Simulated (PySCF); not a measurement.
A run for PySCF: R-MP2/6-31G* on HF (SMILES F).

```python
from pyscf import gto, scf, dft, mp
from pyscf.data.elements import chemcore

mol = gto.M(
    atom='''
    F     0.28764885   -0.34802433    3.87962579
    H     0.09128515   -0.35689835    2.96177547
    ''',
    basis='6-31g*',
    cart=True,
    charge=0, spin=0, verbose=3, max_memory=1800)
mf = scf.RHF(mol)
mf.conv_tol = 1e-8
mf.max_cycle = 100
mf.kernel()
if not mf.converged:
    mf = mf.newton().run(mf.mo_coeff, mf.mo_occ)
pt = mp.MP2(mf, frozen=chemcore(mol)).run()
```

It printed:

```
converged SCF energy = -100.002022616822
E(RMP2) = -100.182148441136  E_corr = -0.180125824314334
E(SCS-RMP2) = -100.176013894671  E_corr = -0.173991277849022
```

Self-consistency was reached.

Cost: roughly 0.21 core-seconds.
